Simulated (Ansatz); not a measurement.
Reaction (β-hydride elimination): `CO[Si](Cl)(Cl)Cl` → `Cl[SiH](Cl)Cl` + `C=O`

Calculated with Ansatz (gas phase, PBE0-D4/def2-TZVP geometries, no zero-point term in ΔE). CCSD(T)/CBS is the MP2 limit (def2-TZVPP, def2-QZVPP) plus CCSD(T) − MP2 in def2-TZVPP, frozen cores. This one scheme is used for every species. Functionals use def2-TZVPP. One conformer a species, not always the lowest.

Problem. Is it downhill or uphill in electronic energy at CCSD(T)/CBS, and by how much? (Best estimate.)

Solution. The calculation gave: Uphill: ΔE = +219.2 kJ/mol.

Problem. What do these levels give: BLYP-D4, B97M-V, r2SCAN0-D4, CAM-B3LYP-D4, ωB97M-V, B2PLYP, PBE0, CAM-B3LYP, CCSD(T)/def2-SVP, MP2/def2-TZVPP, CCSD(T)/def2-TZVPP, HF/CBS(def2)? (An estimate is asked.)

Solution. The calculation gave: BLYP-D4 197.1, B97M-V 220.9, r2SCAN0-D4 235.4, CAM-B3LYP-D4 224.1, ωB97M-V 220.8, B2PLYP 205.8, PBE0 215.1, CAM-B3LYP 213.7, CCSD(T)/def2-SVP 188.0, MP2/def2-TZVPP 223.7, CCSD(T)/def2-TZVPP 212.8, HF/CBS(def2) 196.5 kJ/mol.

Largest T1 diagnostic among the species: 0.015.

From PBE to PBE0 (25 % exact exchange), in def2-TZVPP and without D4, ΔE moves by +16.9 kJ/mol. At CCSD(T), def2-SVP lies −31.2 kJ/mol from the extrapolated value and def2-TZVPP −6.4 kJ/mol.
